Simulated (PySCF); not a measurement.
## Computed spin Hamiltonian

C6H7O (doublet state).
Cartesian coordinates in Å at the GFN2-xTB level; atoms count from 1:
```
atom  x, y, z in Å
O1     1.8098    0.9571    1.2951
C2     2.3527    0.1398    0.5993
C3     1.7556   -0.5517   -0.5574
C4     0.5006   -0.3814   -0.9066
C5    -0.6166    0.4053   -0.5139
C6    -2.0248   -0.1531   -0.5620
C7    -1.3783    0.0709    0.7603
H8     3.3959   -0.1775    0.7954
H9     2.4095   -1.2301   -1.0869
H10   -0.5116    1.4584   -0.7610
H11   -2.1421   -1.1700   -0.9049
H12   -2.8157    0.5124   -0.8722
H13   -1.0419   -0.7847    1.3247
H14   -1.6938    0.9042    1.3680
```

The hyperfine couplings belong to this conformer and change with its torsions.

As a line formula: `O=C/C=[C]\C1CC1` [radical].

Method: UKS B3LYP, pcH-1 on C H O, non-relativistic, mean-field spin-orbit, GIAO (PySCF 2.14.0). Geometry: GFN2-xTB, one conformer, isolated molecule. GFN2-xTB frequencies show an imaginary mode (36i cm⁻¹), so this geometry is no minimum at that level. A GFN2-xTB geometry isn't a minimum of the functional, and hyperfine couplings can be far from their values at a DFT geometry. Stability of the SCF solution: not tested.

```
g1, g2, g3                      : 2.00170, 2.00188, 2.00293
g_iso                           : 2.00217
Form of g                       : close to axial: the two nearest values differ by 14 % of g3 − g1
⟨S²⟩                            : 0.7605 (exact 0.7500)
HOMO–LUMO gap, α and β orbitals : 3.86, 4.85 eV
Total energy                    : -307.96185 Eh
```

Hyperfine couplings atom by atom, in mT; T1 to T3 are the principal values of the dipolar part (MHz turned into mT with g_iso):

```
atom  isotope  a_iso     T1     T2    T3  Mulliken spin population
  O1      17O   0.07  -0.27  -0.08  0.35                     -0.02
  C2      13C   2.72  -0.26  -0.16  0.41                      0.05
  C3      13C  -0.16  -0.62   0.02  0.60                     -0.14
  C4      13C   9.65  -2.76  -2.02  4.78                      0.94
  C5      13C   0.22  -0.26  -0.17  0.43                     -0.05
  C6      13C   1.62  -0.27  -0.26  0.53                      0.06
  C7      13C   0.85  -0.25  -0.25  0.51                      0.07
  H8       1H   1.23  -0.10  -0.05  0.15                      0.02
  H9       1H   3.09  -0.23  -0.19  0.42                      0.04
 H10       1H   0.89  -0.22  -0.06  0.28                      0.01
 H11       1H  -0.10  -0.22  -0.05  0.26                      0.00
 H12       1H   0.13  -0.14  -0.08  0.22                      0.00
 H13       1H  -0.19  -0.18  -0.02  0.20                      0.00
 H14       1H   0.37  -0.16  -0.03  0.19                      0.00
```

Largest spin populations (Mulliken): C4 (+0.94), C3 (-0.14) and C7 (+0.07). No atom but C4 exceeds +0.15. The positive populations add up to 1.20 and the negative ones to -0.20, together 2S = 1.

Axes: g1 points within 11° of the C3–C4 bond.

Under fast tumbling the dipolar parts average out, and these isotropic splittings remain: 1 × 1H (H9, I = 1/2, 2 lines) with 3.09 mT, 1 × 1H (H8, I = 1/2, 2 lines) with 1.23 mT, 1 × 1H (H10, I = 1/2, 2 lines) with 0.89 mT, 2 × 1H (H12/H14, I = 1/2, 3 lines) with 0.25 mT and 2 × 1H (H11/H13, I = 1/2, 3 lines) with 0.14 mT.

Class means assume fast exchange of nuclei equivalent by connectivity; if that motion is slow, each nucleus keeps its own coupling. The 1H value of +7.0 MHz is a mean of couplings from 3.6 to 10.4 MHz in this one geometry, not an average over conformers.

The 13C coupling of C4 (270.4 MHz) shows only in satellite lines or after enrichment, since that isotope makes up about 1.07 % of natural carbon.

Examples of negative spin density at the nucleus (bohr⁻³): C3 (-0.0041) and O1 (-0.0031).

On an Arm Neoverse N1 with one thread, shared host with 32 logical CPUs at a one-minute load of 22, this took 76 s wall (grids of density and orbitals included) and 0.97 GiB of memory at its peak.
